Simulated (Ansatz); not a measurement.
Reactions of B₂H₄O₅ (`OB(O)OB(O)O`).

Isolated molecules relaxed with PBE0-D4/def2-TZVP in Ansatz; ΔE leaves out vibrations. CCSD(T)/CBS is the MP2 limit (def2-TZVPP, def2-QZVPP) plus CCSD(T) − MP2 in def2-TZVPP, frozen cores. This one scheme is used for every species, atoms too. No spin–orbit coupling; open shells (•) take unrestricted orbitals. Spin–orbit coupling would lower the free atoms: a little for B, O. Bonds to Ge are less sure, by a few kJ/mol each and by 10 to 20 or more in all where they break to atoms, as the def2 sets lack core-valence functions. Scalar relativity is left out up to krypton. One conformer a species, not always the lowest.

(1) Order these by ΔE at CCSD(T)/CBS, lowest first. (An estimate is asked.)
A. `OB(O)OB(O)O` + `FC(F)(F)S` → `OB(O)SC(F)(F)F` + `OB(O)O`
B. `OB(O)OB(O)O` + `O[Si](Cl)(Cl)Cl` → `OB(O)O[Si](Cl)(Cl)Cl` + `OB(O)O`
C. `OB(O)OB(O)O` → 2 B• + 4 H• + 5 O•
D. `OB(O)OB(O)O` + HCl → `OB(O)Cl` + `OB(O)O`
E. `OB(O)OB(O)O` + `[OH][GeH3]` → `OB(O)[O][GeH3]` + `OB(O)O`

Largest T1 diagnostic: 0.014, for B•.

Answers

(1) E (-0.21 eV), B (-0.11 eV), D (+0.33 eV), A (+0.57 eV), C (+53.50 eV).
